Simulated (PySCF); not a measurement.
C₂H₁₂B₂N₂.
SMILES: `[NH2+]1[BH-](CC)[NH2+][BH2-]1`

A linear-response calculation (PySCF, def2-SVPD basis, gas phase, vertical, core orbitals frozen in the response) gave these numbers; the functional is withheld.

Orbital energies (eV): HOMO-3 -9.22, HOMO-2 -8.35, HOMO-1 -7.92, HOMO -7.77, LUMO 0.27, LUMO+1 0.69, LUMO+2 1.12.

```json
{"state": "S1", "E (eV)": "6.94", "f": "0.0007", "main configurations (H = HOMO, L = LUMO)": "H→L (98%)"}
{"state": "S2", "E (eV)": "7.09", "f": "0.011", "main configurations (H = HOMO, L = LUMO)": "H-1→L (97%)"}
{"state": "S3", "E (eV)": "7.30", "f": "0.0034", "main configurations (H = HOMO, L = LUMO)": "H→L+1 (92%)"}
{"state": "S4", "E (eV)": "7.45", "f": "0.0046", "main configurations (H = HOMO, L = LUMO)": "H-1→L+1 (79%), H-2→L (14%)"}
{"state": "S5", "E (eV)": "7.48", "f": "0.0096", "main configurations (H = HOMO, L = LUMO)": "H-2→L (79%), H-1→L+1 (12%)"}
{"state": "S6", "E (eV)": "7.76", "f": "0.0044", "main configurations (H = HOMO, L = LUMO)": "H→L+2 (79%), H→L+3 (11%)"}
```

Triplets (Tamm–Dancoff): T1 6.78 eV, H→L (84%), H-1→L (12%); T2 6.91 eV, H-1→L (83%), H→L (12%); T3 7.14 eV, H→L+1 (83%), H-1→L+1 (11%); T4 7.28 eV, H-2→L (76%), H-1→L+1 (8%).

Vertical ionisation energy by ΔSCF with the same functional: 9.63 eV. Mean static polarisability: 72.5 au.

Task: Which of these was used?
A. PBE0
B. CAM-B3LYP
C. HF
D. PBE

Result: A. PBE0 is a global hybrid with 25% exact exchange. In this run −ε(HOMO) = 7.77 eV differs from the ΔSCF value by -1.86 eV, and S1 differs from the orbital gap of 8.04 eV by -1.09 eV. The ratio −ε(HOMO)/IP is 0.81. Usual ranges for neutral molecules in this basis: 0.7 to 0.83 with PBE0, 0.5 to 0.7 with PBE, 0.85 to 0.93 with CAM-B3LYP; Hartree–Fock can't fall below 1, since the ion's relaxation only lowers the ΔSCF value.

Computed with TDDFT PBE0/def2-SVPD, vertical, gas phase, core orbitals frozen in the response in PySCF. Geometry: PBE0-D3(BJ)/def2-SVP, one conformer, isolated molecule.

The values belong to the conformer `[CH3:1][CH2:2][BH-:3]1[NH2+:4][BH2-:5][NH2+:6]1`: C1–C2–B3–N4 -174°.
